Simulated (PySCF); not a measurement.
CaCl, SMILES [Ca][Cl], multiplicity 2. The structure is a stationary point at B3LYP-D3(BJ)/def2-TZVPD. The multiplicity is an assumed one; other spin states were not compared.

Calculation: B3LYP-D3(BJ)/def2-TZVPD (PySCF 2.14.0).

Harmonic wavenumbers (cm⁻¹): 361. Rotational constants (GHz): 4.483 (linear); symmetry number 1.

**Question.** Work out the zero-point energy and the ideal-gas rigid-rotor harmonic-oscillator thermochemistry at 298.15 K and 1 atm.

**Answer.** ZPE = ½ Σ hcν = ½ × 361 cm⁻¹ = 2.16 kJ/mol. H − E(el) = 11.75 kJ/mol. Entropy in J/(mol K): translation 162.68, rotation 68.46, vibration 4.67, spin 5.76, total 241.57. G − E(el) = -60.27 kJ/mol. Cp = 35.59 J/(mol K).
